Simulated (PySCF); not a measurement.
Hg²⁺ (mercury, charge +2) across methods

[Xe] 4f14 5d10, closed-shell 1S. All numbers are calculated (PySCF 2.14, scalar relativity by spin-free X2C-1e, in x2c-TZVPPall with one added diffuse shell each of s, p, d, f type (12s8p8d4f1g, 113 functions)).

| method | E (hartree) | mean ε 4f (eV) | mean ε 5p (eV) | mean ε 5d (eV) | Σ⟨r²⟩ (bohr²) | ⟨S²⟩ |
| --- | --- | --- | --- | --- | --- | --- |
| LDA | -19612.74 | -115.96 | -86.474 | -29.066 | 42.18 | 0.000 |
| BP86 | -19627.00 | -115.58 | -86.269 | -28.879 | 42.10 | 0.000 |
| r2SCAN | -19624.73 | -116.40 | -87.870 | -29.029 | 41.84 | 0.000 |
| TPSSh | -19623.98 | -117.52 | -88.098 | -29.464 | 41.93 | 0.000 |
| M06 | -19624.98 | -121.49 | -90.381 | -30.595 | 41.78 | 0.000 |
| UHF | -19618.96583 | -138.52 | -101.98 | -35.244 | 41.58 | 0.000 |
| PBE0 | -19624.48 | -121.46 | -90.398 | -30.648 | 41.88 | 0.000 |
| PBE | -19624.72 | -115.40 | -86.137 | -28.765 | 42.12 | 0.000 |

Spin-orbit coupling, which splits the p, d and f shells strongly at this Z, is absent.
